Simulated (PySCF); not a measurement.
This PySCF input asks for the NMR shieldings of `CC1=NN(CC(C)C)CC1`, C$_{8}$H$_{16}$N$_{2}$; the geometry comes from GFN2-xTB.

```python
import basis_set_exchange as bse
import numpy as np
from pyscf import gto, dft
from pyscf.prop import nmr

atoms = """
C     3.176023    0.302757   -1.593957
C     2.174843    0.150623   -0.510342
N     1.202242   -0.670532   -0.547316
N     0.514227   -0.661026    0.614240
C    -0.848068   -1.112852    0.602695
C    -1.901392   -0.090342    0.131485
C    -1.663429    0.308988   -1.321048
C    -3.296046   -0.686272    0.303157
C     0.953474    0.440923    1.478961
C     2.231257    0.935646    0.789857
H     2.925634   -0.355473   -2.420440
H     3.198135    1.333719   -1.948626
H     4.172384    0.053129   -1.227638
H    -0.875877   -1.981209   -0.059751
H    -1.093790   -1.439796    1.618927
H    -1.831342    0.803741    0.761605
H    -0.671975    0.735422   -1.449130
H    -2.399896    1.044130   -1.639539
H    -1.739932   -0.563077   -1.966528
H    -4.054605    0.028352   -0.008254
H    -3.480220   -0.948870    1.342868
H    -3.400283   -1.583773   -0.302812
H     1.127315    0.058971    2.488336
H     0.192102    1.227986    1.532528
H     2.236912    2.012439    0.612470
H     3.131262    0.679009    1.352684
"""
names = dict.fromkeys(["C", "N", "H"], "pcSseg-1")
basis = {el: gto.basis.parse(bse.get_basis(n, elements=[el], fmt="nwchem")) for el, n in names.items()}
mol = gto.M(atom=atoms, basis=basis, charge=0, verbose=0)
mf = dft.RKS(mol, xc="PBE0")
mf.grids.level = 2
mf.grids.alignment = dft.numint.BLKSIZE   # the property module wants whole blocks of grid points
mf.conv_tol = 1e-9
mf.kernel()

calc = nmr.RKS(mf)   # GIAO
C = mf.mo_coeff
Co = C[:, mf.mo_occ > 0]
resp = mf.gen_response(singlet=True, hermi=2)
def vind(x):   # induced exchange potential for any number of trial vectors
    d = np.einsum("pi,xij,qj->xpq", C, 2 * x.reshape(-1, C.shape[1], Co.shape[1]), Co, optimize=True)
    return np.einsum("xpq,pi,qj->xij", resp(d - d.transpose(0, 2, 1)), C, Co, optimize=True).ravel()
mo1, _ = nmr.rhf.solve_mo1(calc, with_cphf=vind)
sigma = calc.kernel(mo1)
for i, s in enumerate(sigma):   # ppm
    print("%2d %-2s %9.2f" % (i, mol.atom_pure_symbol(i), np.trace(s) / 3))
```

Q: What are the results?

A: 
```
 0 C     168.71
 1 C      47.27
 2 N    -116.84
 3 N     122.63
 4 C     126.11
 5 C     159.74
 6 C     164.35
 7 C     164.47
 8 C     137.62
 9 C     147.53
10 H      29.35
11 H      29.94
12 H      29.96
13 H      28.35
14 H      28.66
15 H      29.82
16 H      30.44
17 H      30.94
18 H      31.29
19 H      30.71
20 H      30.86
21 H      31.11
22 H      28.22
23 H      28.37
24 H      29.03
25 H      28.99
```

These numbers come from an equivalent density-fitted implementation of the same equations, which agrees with the script to about 0.01 ppm for H and up to a few tenths of a ppm for heavy atoms, so last digits may differ.

Q: Turn these shieldings into chemical shifts. Chemical shifts δ = σref − σ; 13C (186.93 ppm) and 1H (31.72 ppm) vs TMS; NH3 for 15N (267.73 ppm), all at this level.

A: Averaging equivalent atoms: C 1: 139.7; C 4: 60.8; C 8: 49.3; C 9: 39.4; C 5: 27.2; C 6/7: 22.5; C 0: 18.2; N 2: 384.6; N 3: 145.1; H 22/23: 3.42; H 13/14: 3.21; H 24/25: 2.70; H 10/11/12: 1.97; H 15: 1.90; H 16/17/18/19/20/21: 0.82 ppm. Experimental scales use liquid or dissolved standards, which lie at an offset from isolated NH3 (liquid NH3: subtract about 20 ppm). Unscaled 15N shifts of sp2 nitrogen come out 20 to 40 ppm too high even then.

Size and cost of the density-fitted run: 250 basis functions, roughly 100 core-seconds.
